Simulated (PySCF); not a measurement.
## C₆ coefficients of unlike pairs at PBE

Calculated with PySCF 2.14 from the dipole response of each species, C₆(A,B) = (3/π) ∫ α_A(iu) α_B(iu) du, in atomic units, from isotropic polarisabilities. For ions this is the dispersion term alone; charge-induced terms of lower order in 1/R come first.

| species | configuration | basis | relativity | α (bohr³) | C₆ (like pair) |
| --- | --- | --- | --- | --- | --- |
| Al | [Ne] 3s2 3p1 (2P) | dyall-av3z (19s12p3d2f) | none | 65.11 | 577.2 |
| C³⁺ | [He] 2s1 (2S) | aug-cc-pV5Z (7s6p5d4f3g2h) | none | 3.096 | 2.442 |
| Ca | [Ar] 4s2 (1S) | aug-cc-pwCVQZ-X2C (11s10p8d6f3g) | spin-free X2C | 157.8 | 2177 |
| P³⁺ | [Ne] 3s2 (1S) | aug-cc-pV(T+d)Z (6s5p4d2f) | none | 6.680 | 16.79 |

(1) Estimate C₆ for P³⁺ with Ca.

No spin-orbit coupling is included.

The other pairs:

```json
{"pair": "C³⁺, Al", "C₆": "36.08"}
{"pair": "Ca, Al", "C₆": "1092"}
{"pair": "P³⁺, Al", "C₆": "88.85"}
{"pair": "Ca, C³⁺", "C₆": "64.51"}
{"pair": "P³⁺, C³⁺", "C₆": "6.310"}
```

## Answers

(1) The integral gives 154.0. The combination rule 2 C_A C_B / (C_A α_B/α_A + C_B α_A/α_B) gives 149.5 and the geometric mean 191.2.
